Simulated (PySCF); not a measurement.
Os(CO) (COOs), SMILES [O+]#[C-]->[Os] (connectivity only; charge and spin as stated), neutral, multiplicity 3.

Geometry: B3LYP-D3(BJ)/def2-TZVP. The multiplicity is an assumed one; other spin states were not compared. The def2 effective core potentials stand for the cores of Os; spin–orbit coupling is left out.

Level of theory: PBE/def2-TZVPD in PySCF.

Task: Estimate the frontier levels, dipole moment and polarisability. (The exact figures need the calculation; the answer reports its results.)

Result: 
| Quantity | Value |
|---|---|
| α spin, highest occupied and lowest empty level | -6.44 and -3.22 eV |
| β spin, highest occupied and lowest empty level | -5.21 and -4.76 eV |
| dipole moment | 2.95 D |
| mean static polarisability | 64.3 bohr³ (9.52 Å³) |
| polarisability, principal values | 55.6, 55.6, 81.5 bohr³ |
| ⟨S²⟩ | 2.022 (pure state 2.00) |
